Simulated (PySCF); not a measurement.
Vertical excitations of a molecule CH7NOSi from PySCF with TDDFT-M06-2X/def2-SVPD, as energy in eV (oscillator strength): 6.75 (0.038), 7.73 (0.033), 7.95 (0.035), 8.06 (0.014), 8.33 (0.019), 8.51 (0.004), 8.70 (0.035), 8.77 (0.138), 9.01 (0.055), 9.24 (0.080). Lowest triplet (TDA): 6.51 eV. Geometry optimised at B3LYP-D3(BJ)/def2-SVP. The values are those of a single conformer.

Problem. Pick the molecule that these values belong to.
A) CO[SiH2]N
B) C[Si@H](N)O
C) NC[SiH2]O
D) CN[SiH2]O

Solution. B, C[Si@H](N)O
